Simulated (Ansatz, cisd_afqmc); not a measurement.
Species: P, charge 0, quartet.

Total energies in def2-QZVPP, 5 correlated electrons, 5 frozen orbitals. UHF or UKS for unpaired electrons; spin-orbit terms are left out. Cores are frozen in correlated methods. No relativity. AFQMC is phaseless with a CISD trial state; ± is one standard error, without the phaseless bias. Outlying blocks are dropped, and bars are widened where a walk drifts. Over all cases where full CI ran beside it in this data, AFQMC minus full CI had a median of +0.1 mEh and passed +0.4 mEh in a tenth of the cases. Full CI freezes restricted core orbitals and the other rows unrestricted ones, which leaves a small offset even where coupled cluster is exact.

```json
[
 {"method": "HF", "program": "Ansatz", "energy (Eh)": "-340.71904", "error against FCI (mEh)": "110.77"},
 {"method": "MP2", "program": "Ansatz", "energy (Eh)": "-340.80869", "error against FCI (mEh)": "21.13"},
 {"method": "CCSD", "program": "Ansatz", "energy (Eh)": "-340.82444", "error against FCI (mEh)": "5.38"},
 {"method": "CCSD(T)", "program": "Ansatz", "energy (Eh)": "-340.82905", "error against FCI (mEh)": "0.77"},
 {"method": "CCSDT(Q)", "program": "Ansatz", "energy (Eh)": "-340.82995", "error against FCI (mEh)": "-0.14"},
 {"method": "CCSDTQ", "program": "Ansatz", "energy (Eh)": "-340.82998", "error against FCI (mEh)": "-0.16"},
 {"method": "AFQMC/CISD", "program": "cisd_afqmc", "energy (Eh)": "-340.8298 ± 0.0001", "error against FCI (mEh)": "0.0 ± 0.1"},
 {"method": "FCI", "program": "Ansatz", "energy (Eh)": "-340.82982", "error against FCI (mEh)": "0.00"}
]
```

Ansatz is a first-principles code.
